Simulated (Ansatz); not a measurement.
One change: `Cl[Si](Cl)(Cl)[SnH3]` becomes `B[Si](Cl)(Cl)Cl`.

Ansatz, PBE0-D4/def2-TZVP geometries, multiplicity 1. 

Elements past krypton have def2 core potentials.

```csv
property,`Cl[Si](Cl)(Cl)[SnH3]`
HOMO energy (PBE0/def2-TZVPP) / eV,-8.21
HOMO–LUMO gap (PBE/def2-TZVPP) / eV,5.42
"ideal-gas entropy at 298 K and 1 bar (rigid rotor, harmonic PBE0-D4/def2-TZVP) / J/(mol·K)",405
LUMO energy (PBE0/def2-TZVPP) / eV,-0.79
HOMO energy (PBE/def2-TZVPP) / eV,-7.09
size of the dipole moment (B3LYP/def2-TZVPP) / D,1.56
```

**Question.** What does the change do to each property? (Estimate.)

**Answer.** Ansatz gave: 
```tsv
property	`B[Si](Cl)(Cl)Cl`	shift
HOMO energy (PBE0/def2-TZVPP) / eV	-8.73	-0.52
HOMO–LUMO gap (PBE/def2-TZVPP) / eV	3.39	-2.03
ideal-gas entropy at 298 K and 1 bar (rigid rotor, harmonic PBE0-D4/def2-TZVP) / J/(mol·K)	369	-36
LUMO energy (PBE0/def2-TZVPP) / eV	-3.10	-2.31
HOMO energy (PBE/def2-TZVPP) / eV	-7.46	-0.37
size of the dipole moment (B3LYP/def2-TZVPP) / D	1.42	-0.14
```

With PBE0 the HOMO falls by 0.52 eV and the LUMO falls by 2.31 eV, so the gap narrows by about 1.79 eV. PBE moves the HOMO by -0.37 eV and ωB97M-V by -0.68 eV. The zero-point energy changes by -1.2 kJ/mol with -3 modes. Dipoles are sizes alone; their direction can turn.

B3LYP here is the variant with VWN-RPA as its local correlation; programs differ in this.
